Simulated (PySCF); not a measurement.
Gas-phase reaction: 2 SiI4 + 3 i-Si4H10 → 4 SiI2 + 5 Si2H6, at 800 K and a standard pressure of 1 bar. Level: HF/def2-TZVP†.

Method: PySCF energies plus ideal-gas RRHO corrections (1 bar). † marks an energy on the PBE0/def2-TZVP geometry and frequencies. All species are closed-shell singlets. I: scalar-relativistic def2 core potential, no spin-orbit coupling. The harmonic model lacks anharmonicity and excited electronic states, which grow with temperature; levels with a mode under 35 cm⁻¹ are left out. Internal rotation in i-Si4H10, Si2H6 is treated as a harmonic vibration of one conformer, which makes the entropy rough. Soft modes under 120 cm⁻¹ make the harmonic entropy rough for SiI4, SiI2.

| species | E (Ha) | H(800 K) − E (kJ/mol) | S°(800 K) (J/mol/K) |
|---|---|---|---|
| SiI4 | -1475.74839 | 87.5 | 518.1 |
| i-Si4H10 | -1161.58136 | 355.5 | 612.3 |
| SiI2 | -882.31081 | 47.0 | 377.7 |
| Si2H6 | -581.36445 | 200.0 | 380.7 |
E: electronic energy; H − E holds the zero-point and thermal terms. 1 Ha = 2625.5 kJ/mol.

Question: Work out ΔH°, ΔS°, ΔG° and log10 K from these numbers.

Answer: 1. ΔE = 4×(-882.31081) + 5×(-581.36445) − 2×(-1475.74839) − 3×(-1161.58136) = 0.17537 Ha = 460.4 kJ.
2. Δ(H − E) = 4×(47.0) + 5×(200.0) − 2×(87.5) − 3×(355.5) = -53.5 kJ, so ΔH° = 406.9 kJ.
3. ΔS° = 4×(377.7) + 5×(380.7) − 2×(518.1) − 3×(612.3) = 541.2 J/K; the number of gas molecules changes by +4.
4. ΔG° = ΔH° − TΔS° = 406.9 − 800×(541.2)/1000 = -26.1 kJ.
5. log10 K = −ΔG°/(RT ln 10) = 1.70, with RT ln 10 = 15.32 kJ/mol; at standard pressures the products are favoured.
6. A shift of 10 kJ in ΔE would move log10 K by 0.65 here.
7. With ΔH° and ΔS° held fixed, ΔG° changes sign near ΔH°/ΔS° = 750 K.
8. Lowering the total pressure from 1 bar to 0.01 bar multiplies the mole-fraction quotient K_x = K (p/p°)^(−Δn) by 10^8, which pushes the balance towards the products.
For scale, ΔH°(298 K) is 438 kJ at this level, 525 kJ at ωB97M-V/def2-TZVP†, and runs from 313 to 621 kJ over the 15 levels computed.
